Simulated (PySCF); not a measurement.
Compound: C₆H₉N₃S.
Geometry (PBE0-D3(BJ)/def2-SVP, Å), atoms numbered from 1 in this order:
```
atom  x, y, z in Å
C1    -3.2954   -1.2944    0.1376
C2    -2.3517   -0.3049   -0.5374
C3    -0.9129   -0.6759   -0.3469
C4    -0.0077    0.1046    0.3478
C5     1.2889   -0.4131    0.4338
S6     2.5295    0.4724    1.2821
C7     3.9460   -0.6216    1.0767
N8     1.5999   -1.5839   -0.1263
N9     0.6878   -2.2730   -0.7705
N10   -0.5342   -1.8522   -0.8874
H11   -4.3445   -1.0378   -0.0693
H12   -3.1542   -1.2988    1.2293
H13   -3.1039   -2.3109   -0.2349
H14   -2.5488   -0.2937   -1.6221
H15   -2.5189    0.7175   -0.1650
H16   -0.2858    1.0613    0.7961
H17    4.7784   -0.1247    1.5930
H18    4.1821   -0.7549    0.0136
H19    3.7479   -1.6015    1.5287
```

Level: PBE0/pcSseg-1 in PySCF, non-relativistic, on one gas-phase PBE0-D3(BJ)/def2-SVP geometry that isn't relaxed in the solvent. The solvent is an IEF-PCM continuum (van der Waals radii × 1.2). Specific hydrogen bonds and non-electrostatic terms are outside this model.

| run | E − E(gas) (kcal/mol) | HOMO (eV) | HOMO–LUMO gap (eV) | dipole (D) |
| --- | --- | --- | --- | --- |
| gas | 0.00 | -7.14 | 5.40 | 3.58 |
| P | -3.84 | -7.12 | 5.34 | 4.22 |
| Q | -8.46 | -7.12 | 5.26 | 5.15 |

Q: The runs were made in acetone and benzene. Which run belongs to which solvent?

A: P = benzene, Q = acetone. The dielectric constants are 2.271 (benzene), 20.49 (acetone), and the energy falls further as ε rises. In this model the ground state sees the solvent through ε alone.

Q: How constant is the ratio of the lowering to (ε − 1)/(2ε + 1)?

A: 
| solvent | (ε − 1)/(2ε + 1) | E − E(gas) (kcal/mol) | ratio (kcal/mol) | polarisation term (kcal/mol) |
| --- | --- | --- | --- | --- |
| benzene | 0.229 | -3.84 | -16.7 | -4.20 |
| acetone | 0.464 | -8.46 | -18.2 | -10.39 |

The ratio changes by +8.8 % in size from benzene to acetone. The polarisation term is half the interaction of the solute with the induced surface charges.
